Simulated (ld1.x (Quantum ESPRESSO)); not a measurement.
## Transferability test, RRKJ potential for copper

ld1.x (Quantum ESPRESSO) 7.5 input, shortened:

```
&input
   title='Cu', zed=29., rel=1, dft='PZ', iswitch=3,
   config='[Ar] 3d9 4s0 4p0'
 /
 &inputp
   pseudotype=2, tm=.false., lloc=0,
   nlcc=.false.
 /
3
4P  2  1   0.00   0.00  2.10  2.10  0.0
3D  3  2   9.00   0.00  0.65  0.65  0.0
4S  1  0   0.00   0.00  1.45  1.45  0.0
 &test
   configts(1)='3d9 4s0 4p0'
 /
```

Energies are relative to the spin-unpolarised reference configuration 3d9 4s0 4p0; without spin polarisation the order of configurations can differ from experiment. Spin-polarised rows fill each open shell by Hund’s rule, majority spin first.

Q: Give the all-electron excitation energy and the error of the potential for: 3d10 4s1 4p0; 3d10 4s0 4p0; 3d8 4s0 4p0; 3d9 4s1 4p1; 3d7 4s0 4p0; 3d10 4s0.5 4p0; 3d9 4s2 4p0; 3d9 4s0 4p0 (spin-polarised); 3d10 4s1 4p0 (spin-polarised).

A:

```csv
valence configuration,charge,ΔE all-electron (eV),error AE − PS (meV)
3d10 4s1 4p0,0,-30.121,-103
3d10 4s0 4p0,+1,-21.687,-238
3d8 4s0 4p0,+3,39.364,-507
3d9 4s1 4p1,0,-23.187,+12
3d7 4s0 4p0,+4,99.395,-2456
3d10 4s0.5 4p0,+0.5,-26.819,-164
3d9 4s2 4p0,0,-28.118,+33
3d9 4s0 4p0 (spin-polarised),+2,-0.242,+182
3d10 4s1 4p0 (spin-polarised),0,-30.305,-98
```
